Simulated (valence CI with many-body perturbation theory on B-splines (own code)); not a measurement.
# Pm³⁸⁺: one-electron terms

Calculated by configuration interaction combined with many-body perturbation theory (CI+MBPT): five valence electrons over a frozen Dirac-Fock core [Ar], a basis of 7 s, 7 p, 8 d, 6 f, 4 g, 1 h functions for each j, with the one-electron correlation potential Σ1, the two-electron term Σ2, the three-electron term Σ3, Breit, model QED; selected CI, second order for the rest, scaled by the run's own slope (own B-spline code, finite nucleus).

No measured spectrum was set against this ion. As an estimate, large intervals hold to a few tenths of a per cent, small ones and those within an open d or f shell to about a per cent. Only levels of the ground parity were solved; by the run's estimate the other parity begins above the list, which can be wrong where configurations are misplaced.

These are the spectroscopic orbitals of the CI (the correlating ones are not listed), shaped by the core and the other valence electrons. h is the expectation value of the core's Dirac-Fock operator, without the valence repulsion; Σ1 is computed up to l = 3 at one energy for each symmetry, that of its lowest orbital but kept below the first core excitation, so for empty shells it is not the orbital's own correlation shift; Breit and QED include the response of the core.

| Orbital | h (hartree) | Σ1 (cm⁻¹) | Breit (cm⁻¹) | QED (cm⁻¹) | ⟨r⟩ (bohr) |
| --- | --- | --- | --- | --- | --- |
| 4s1/2 | -70.173 | -7527 | 6724 | 5019 | 0.4874 |
| 5s1/2 | -42.972 | -2878 | 3269 | 2483 | 0.7954 |
| 6s1/2 | -29.023 | -1441 | 1795 | 1386 | 1.183 |
| 4p1/2 | -67.863 | -9978 | 10642 | -55.1 | 0.4831 |
| 5p1/2 | -41.83 | -3663 | 5300 | -21.9 | 0.7969 |
| 6p1/2 | -28.378 | -1806 | 2956 | -10.9 | 1.190 |
| 4p3/2 | -65.999 | -9410 | 6495 | 443 | 0.4980 |
| 5p3/2 | -40.928 | -3573 | 3253 | 227 | 0.8153 |
| 6p3/2 | -27.874 | -1785 | 1937 | 129 | 1.212 |
| 3d3/2 | -118.16 | -21395 | 14371 | -1186 | 0.2152 |
| 4d3/2 | -62.731 | -9875 | 5177 | -329 | 0.4746 |
| 5d3/2 | -39.348 | -3835 | 2523 | -151 | 0.8053 |
| 3d5/2 | -117 | -20089 | 7324 | -533 | 0.2185 |
| 4d5/2 | -62.307 | -9548 | 2685 | -111 | 0.4786 |
| 5d5/2 | -39.138 | -3684 | 1296 | -45.4 | 0.8101 |
| 4f5/2 | -59.289 | -23148 | 614 | -203 | 0.4318 |
| 5f5/2 | -37.752 | -9435 | 276 | -97.5 | 0.7728 |
| 4f7/2 | -59.144 | -19731 | -156 | -119 | 0.4335 |
| 5f7/2 | -37.673 | -8007 | -48.2 | -54.2 | 0.7748 |
| 5g7/2 | -36.857 |  | 45.0 | -24.1 | 0.6977 |
| 5g9/2 | -36.821 |  | -30.0 | -3.7 | 0.6987 |

Among the shells of the start configuration 3d5, Σ1 is largest in size for 3d3/2, where it is 0.082 % of h.

Lowest root of each symmetry, sizes in configuration state functions:

```json
{"J": "1/2", "Parity": "even", "Roots": "4", "Reference": "74", "Variational": "18259", "Second order": "56991", "Change by selected CI (cm⁻¹)": "-19920", "Change by second order (cm⁻¹)": "-3"}
{"J": "3/2", "Parity": "even", "Roots": "7", "Reference": "127", "Variational": "26981", "Second order": "175371", "Change by selected CI (cm⁻¹)": "-19249", "Change by second order (cm⁻¹)": "-30"}
{"J": "5/2", "Parity": "even", "Roots": "10", "Reference": "152", "Variational": "26118", "Second order": "168223", "Change by selected CI (cm⁻¹)": "-17902", "Change by second order (cm⁻¹)": "-157"}
{"J": "7/2", "Parity": "even", "Roots": "7", "Reference": "137", "Variational": "26093", "Second order": "268491", "Change by selected CI (cm⁻¹)": "-18541", "Change by second order (cm⁻¹)": "-209"}
{"J": "9/2", "Parity": "even", "Roots": "5", "Reference": "107", "Variational": "26029", "Second order": "17994", "Change by selected CI (cm⁻¹)": "-18947", "Change by second order (cm⁻¹)": "-145"}
{"J": "11/2", "Parity": "even", "Roots": "3", "Reference": "67", "Variational": "26279", "Second order": "9975", "Change by selected CI (cm⁻¹)": "-18444", "Change by second order (cm⁻¹)": "-38"}
{"J": "13/2", "Parity": "even", "Roots": "1", "Reference": "35", "Variational": "23174", "Second order": "3645", "Change by selected CI (cm⁻¹)": "-18053", "Change by second order (cm⁻¹)": "-8"}
```
